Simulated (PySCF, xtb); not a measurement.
C₃H₃BF₂, SMILES C(B(F)C#C)F.

GFN2-xTB run with xtb 6.7.1 at its own geometry gives an orbital gap of 3.95 eV and a dipole moment of 0.85 D.

The structure is a stationary point at B3LYP-D3(BJ)/def2-SVP. This is a generated structure with no PubChem entry under its InChIKey; it may be hypothetical. Other conformers were not sampled.

Task: What does PySCF with B3LYP/def2-TZVP give? (An estimate is asked for; the answer gives what the named calculation found.)

Result: gap 6.27 eV (levels -8.31 and -2.04 eV), dipole 0.53 D.
